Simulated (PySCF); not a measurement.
**¹⁷O chemical shifts**

Single conformer, no solvent model, averaged over atoms made equivalent by symmetry, fast rotation or ring inversion, relativity neglected. GIAO PBE0/pcSseg-1 shieldings; GFN2-xTB geometry; PySCF.

Shieldings were converted by a linear fit to measured shifts: ¹⁷O: δ = 266.70 − 0.911σ (rms 10.7 ppm, 155 shifts, 12.2 ppm with the 3 outliers that the fit left out vs liquid water, solution or neat liquid). Occasional misses reach two or three times the rms, and more in compound classes unlike the fitted ones.

Task: Give the ¹⁷O shifts of `O=CO[SiH3]`, `O=CO[SiH3]`, `O=C1CCSCC1`, `C[C@@H]1CC[C@@]1([SiH3])C(=O)F`.

Result: 
```
                      compound                 environment  δ (ppm)
     [O:1]=[CH:2][O:3][SiH3:4]         O1: carbonyl oxygen    382.7
     [O:1]=[CH:2][O:3][SiH3:4]  O3: oxygen bonded to C, Si    130.4
     [O:1]=[CH:2][O:3][SiH3:4]         O1: carbonyl oxygen    382.7
     [O:1]=[CH:2][O:3][SiH3:4]  O3: oxygen bonded to C, Si    130.4
                    O=C1CCSCC1               ketone oxygen    585.4
C[C@@H]1CC[C@@]1([SiH3])C(=O)F             carbonyl oxygen    361.8
```

Task: Order these by ¹⁷O shift, lowest first.
A. C=C(C)[SiH2][C@H](F)C(C)=O
B. C=C(C)[SiH2]N([SiH3])[SiH2]OC
C. O=C1CCSCC1
D. CC(C)/C=C(\[SiH3])C(=O)F

Result: B (-33.2 ppm, oxygen bonded to C, Si), D (373.4 ppm, carbonyl oxygen), A (544.6 ppm, ketone oxygen), C (585.4 ppm, ketone oxygen).
